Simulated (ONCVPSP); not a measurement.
# Pseudopotential generation for Ba (Z = 56): ONCV, PBE, fully relativistic.

ONCVPSP 4.0.1 input, shortened (lines: element, Z, core and valence counts, functional; n l f; lmax; l rc ep ncon nbas qcut; lloc lpopt rc5 dvloc0; l nproj debl; icmod fcfact rcfact), PBE, fully relativistic:

```
  Ba 56.00    9    3        4      upf
    1    0    2.00
    2    0    2.00
    2    1    6.00
    3    0    2.00
    3    1    6.00
    3    2   10.00
    4    0    2.00
    4    1    6.00
    4    2   10.00
    5    0    2.00
    5    1    6.00
    6    0    1.75
    2
    0    2.75    0.00    3    6    4.40
    1    1.90    0.00    5    8    5.20
    2    1.90    0.34    3    6    5.60
    2    5    1.90    0.00
    0    2    0.70
    1    1    1.40
    2    0    0.70
    3    3.75    1.75
```

Open shells are filled in proportion to 2j + 1.

In the d channel the program set the typed energies aside and used 0.050 Ha (j = l + 1/2; the other j can differ).

Results:

| Quantity | Value |
| --- | --- |
| Cutoffs needed | 14 Ha and 40 Ha (the cutoffs (Ha) at which the residual kinetic energy of the hardest occupied pseudo-wave falls to 1 and 0.1 mHa per electron) |
| Ghost test | no bound ghost flagged; no localised positive-energy state flagged |
| Largest excitation error | +46 meV (all-electron minus pseudo) for 5s2 5p6 6s1 6p1, out of 4 test configurations |
| rms error of d²Exc/dni dnj | 6.98 mHa without and 1.10 mHa with the model core |

Generation and tests took about 5.9 s on one core of a shared server CPU.
